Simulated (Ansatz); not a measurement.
Hf(OH)3(SH) (H₄HfO₃S), SMILES [OH][Hf]([OH])([OH])[SH], multiplicity 1.

The structure is a stationary point at B3LYP-D3(BJ)/def2-SVP. The spin state was assumed, not searched. The structure was generated by enumeration; whether it is a known compound was not checked. The def2 effective core potentials stand for the cores of Hf; spin–orbit coupling is left out. Other conformers were not sampled.

Two levels are set side by side: PBE/def2-SVPD (Ansatz, a first-principles code) and PBE0/def2-SVPD (Ansatz). Energy differences of separate SCF runs at the same geometry; the states with an electron removed or added have multiplicity 2 and 2. Differences are taken from unrounded values.

```json
[
 {"quantity": "vertical ionisation energy (eV)", "PBE0": "9.21", "PBE": "8.99", "PBE minus PBE0": "-0.22"},
 {"quantity": "vertical singlet–triplet gap (eV)", "PBE0": "5.16", "PBE": "4.99", "PBE minus PBE0": "-0.17"}
]
```
